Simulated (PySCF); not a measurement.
# Nuclear quadrupole coupling in `C=N[SiH2]C1C=C1`

Species: C4H7NSi.
Z-matrix (Å and degrees, GFN2-xTB geometry), rows numbered from 1:
```
C 
N   1  1.2460
Si  2  1.7230  1  134.51
C   3  1.8868  2  104.18  1  -116.22
C   4  1.5105  3  120.73  2  -163.08
C   5  1.2931  4   64.73  3   107.28
H   1  1.0882  2  119.44  3   178.55
H   1  1.0948  2  124.99  3    -1.61
H   3  1.4727  2  117.22  1     5.42
H   3  1.4616  2  103.14  1   126.69
H   4  1.0917  3  116.03  2    47.43
H   5  1.0616  4  144.06  6  -179.79
H   6  1.0614  4  144.17  5  -179.88
```

Field gradients from the PBE0/pcSseg-1 density (PySCF, non-relativistic), principal values in atomic units, ordered |Vxx| ≤ |Vyy| ≤ |Vzz|:

| atom | Vxx | Vyy | Vzz |
| --- | --- | --- | --- |
| N2 | 0.1019 | 0.9536 | -1.0555 |

**Question.** Find the asymmetry η = (Vxx − Vyy)/Vzz and the couplings χ = eQV/h (234.96 MHz × Q in barn × V in au), with Q(14N) = 0.02044 b.

**Answer.** 
```csv
atom,environment,nucleus,η,χzz (MHz),χxx (MHz),χyy (MHz)
N2,C=N nitrogen,14N,0.81,-5.07,0.49,4.58
```

The tensor is traceless: Vxx + Vyy + Vzz = 0.

**Question.** What is Vzz at N2 in SI units (1 au = 9.71736 × 10²¹ V/m²)?

**Answer.** -1.0555 au = -10.256 × 10²¹ V/m².

**Question.** And the gradient at the other heavy atoms, for which no coupling is worked out here?

**Answer.** 
```json
{"atom": "C1", "environment": "C=N carbon", "Vzz (au)": "0.455", "η": "0.14"}
{"atom": "Si3", "environment": "SiH2 silicon", "Vzz (au)": "0.299", "η": "0.14"}
{"atom": "C4", "environment": "sp3 carbon bound to silicon", "Vzz (au)": "0.222", "η": "0.23"}
{"atom": "C5", "environment": "alkene CH carbon", "Vzz (au)": "-0.301", "η": "0.66"}
{"atom": "C6", "environment": "alkene CH carbon", "Vzz (au)": "-0.308", "η": "0.70"}
```

Were the hydrogens deuterons (Q(2H) = 0.00286 b), χzz would run from 104 kHz (H9) to 249 kHz (H12 and H13).

The structure is a single GFN2-xTB conformer in the gas phase; no vibrational or solvent corrections. GFN2-xTB bond lengths can be off by several hundredths of an ångström, more for odd bonds, and the gradients follow them. With so small a basis the couplings can be 20 % off.
